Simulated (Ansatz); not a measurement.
`[CH3][SnH]([F])[SeH]` + NH₃ → `[CH3][SnH]([NH2])[F]` + H₂Se at 600 K and 1 bar (ligand exchange at the Sn–Se bond).

Program: Ansatz. Geometries: PBE0-D4/def2-TZVP. ΔE: electronic, gas phase. CCSD(T)/CBS is the MP2 limit (def2-TZVPP, def2-QZVPP) plus CCSD(T) − MP2 in def2-TZVPP, frozen cores. This one scheme is used for every species. Elements past krypton have def2 core potentials. For Se, Sn outer-core shells are correlated without core-valence functions, which leaves a few kJ/mol of doubt a bond. Scalar relativity is left out up to krypton. Each species was taken in one conformer, which may not be the lowest.

```json
{"species": "`[CH3][SnH]([F])[SeH]`", "CCSD(T)/CBS energy (Eh)": "-2755.65149", "H − E (kJ/mol)": "201.4", "S (J/(mol·K))": "473.0"}
{"species": "NH₃", "CCSD(T)/CBS energy (Eh)": "-56.50880", "H − E (kJ/mol)": "112.4", "S (J/(mol·K))": "219.5"}
{"species": "`[CH3][SnH]([NH2])[F]`", "CCSD(T)/CBS energy (Eh)": "-410.22990", "H − E (kJ/mol)": "246.7", "S (J/(mol·K))": "456.5"}
{"species": "H₂Se", "CCSD(T)/CBS energy (Eh)": "-2401.89790", "H − E (kJ/mol)": "57.0", "S (J/(mol·K))": "244.8"}
```

H − E and S are ideal-gas, rigid-rotor, harmonic terms from PBE0-D4/def2-TZVP, for one conformer and one mirror image of each species. 1 Eh = 2625.50 kJ/mol, R = 8.31446 J/(mol·K).

Task: By hand: ΔE, ΔH, ΔS and ΔG.

Result: ΔE = (-410.22990) + (-2401.89790) − (-2755.65149) − (-56.50880) = 0.03249 Eh = 85.3 kJ/mol. Δ(H − E) = 246.7 + 57.0 − 201.4 − 112.4 = -10.1, so ΔH = 75.2 kJ/mol. ΔS = 456.5 + 244.8 − 473.0 − 219.5 = 8.8 J/(mol·K). ΔG = 75.2 − 600 × (8.8)/1000 = 69.9 kJ/mol.

Task: By hand: the equilibrium constant, and the temperature at which ΔG would vanish if ΔH and ΔS stayed fixed.

Result: log₁₀ K = −ΔG/(RT ln 10) = -6.1. ΔG = 0 at ΔH/ΔS = 8545 K, far beyond where these terms or the molecules hold.

The number of gas molecules stays the same, so ΔS is small and ΔH decides. A doubt of 5 kJ/mol in ΔE shifts log₁₀ K by 0.4 here. Other conformers and mirror images would add mixing entropy, several J/(mol·K) or more a flexible species. These are equilibria of isolated gas molecules and say nothing of rates. Largest T1 diagnostic: 0.013 (customary marks: 0.02 for closed shells, 0.045 for open ones).
